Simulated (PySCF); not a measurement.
Si(F)(Br)(Me)(OH) (CH4BrFOSi), SMILES O[Si](C)(F)Br. Coordinates come from a PBE-D3(BJ)/def2-SVP optimisation. One conformer was computed; it need not be the lowest.

Level of theory: PBE-D3(BJ)/def2-SVP (PySCF).

Harmonic wavenumbers (cm⁻¹): 121, 147, 175, 231, 235, 280, 316, 423, 695, 743, 766, 814, 887, 942, 1228, 1373, 1376, 2990, 3093, 3102, 3763. Rotational constants (GHz): 3.575, 1.470, 1.441; symmetry number 1.

**Question.** Work out the zero-point energy and the ideal-gas rigid-rotor harmonic-oscillator thermochemistry at 298.15 K and 1 atm.

**Answer.** ZPE = ½ Σ hcν = ½ × 23702 cm⁻¹ = 33.88 kcal/mol. H − E(el) = 39.14 kcal/mol. Entropy in cal/(mol K): translation 41.10, rotation 28.14, vibration 16.98, total 86.22. G − E(el) = 13.44 kcal/mol. Cp = 26.32 cal/(mol K). Modes under 150 cm⁻¹ make the vibrational entropy uncertain.
